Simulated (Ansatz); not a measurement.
Pulling on the Te1–Te2 bond in Te2 (multiplicity 3 held). Energies count from the point at 2.575 Å.


Signs of static correlation in def2-SVP, with CASSCF(12,8), from Ansatz (a program for electronic structure) runs.

```tsv
R (Å)	T1 of restricted CCSD	⟨S²⟩ of UHF	largest double amplitude of restricted CCSD	weight of the CASSCF reference in MRCISD	CASSCF natural occupations
2.060	0.015	2.029	0.059	0.915	2.00 2.00 1.98 1.98 1.98 1.02 1.02 0.02
2.317	0.015	2.032	0.083	0.913	2.00 2.00 1.97 1.97 1.97 1.03 1.03 0.04
2.575	0.074	2.025	0.128	0.911	2.00 2.00 1.95 1.95 1.95 1.05 1.05 0.06
2.832	0.093	2.017	0.172	0.911	2.00 2.00 1.92 1.92 1.92 1.08 1.08 0.09
3.090	0.076	2.266	0.164	0.911	2.00 2.00 1.88 1.88 1.87 1.12 1.12 0.14
3.476	…	2.753	…	0.911	2.00 2.00 1.76 1.76 1.72 1.24 1.24 0.29
3.862	0.026	2.924	0.381	0.912	2.00 2.00 1.65 1.65 1.44 1.35 1.35 0.57
4.506	0.024	3.026	0.569	0.913	2.00 2.00 1.99 1.99 1.15 1.01 1.01 0.85
5.149	0.024	3.027	0.699	0.913	2.00 2.00 1.99 1.99 1.01 1.01 1.01 0.99
5.922	0.023	3.027	0.778	0.913	2.00 2.00 2.00 2.00 1.00 1.00 1.00 1.00
6.952	0.021	3.027	0.819	0.913	2.00 2.00 2.00 2.00 1.00 1.00 1.00 1.00
8.239	0.021	3.027	0.834	0.913	2.00 2.00 2.00 2.00 1.00 1.00 1.00 1.00
10.299	0.021	3.027	0.843	0.913	2.00 2.00 2.00 2.00 1.00 1.00 1.00 1.00
```

**Question.** Fill in the missing entries.

**Answer.** 
- 3.476, T1 of restricted CCSD: 0.042
- 3.476, largest double amplitude of restricted CCSD: 0.264

Doubts at one or more of the structures used: T1 above 0.05 (RO-CCSD(T)/def2-SVP, U-CCSD(T)/def2-SVP); a restricted determinant that unrestricted orbitals would lower (RO-CCSD(T)/def2-SVP); other coupled-cluster roots lie near (RO-CCSD(T)/def2-SVP); a spin-contaminated determinant (U-CCSD(T)/def2-SVP); the program's own flag: large difference (U-CCSD(T)/def2-SVP).
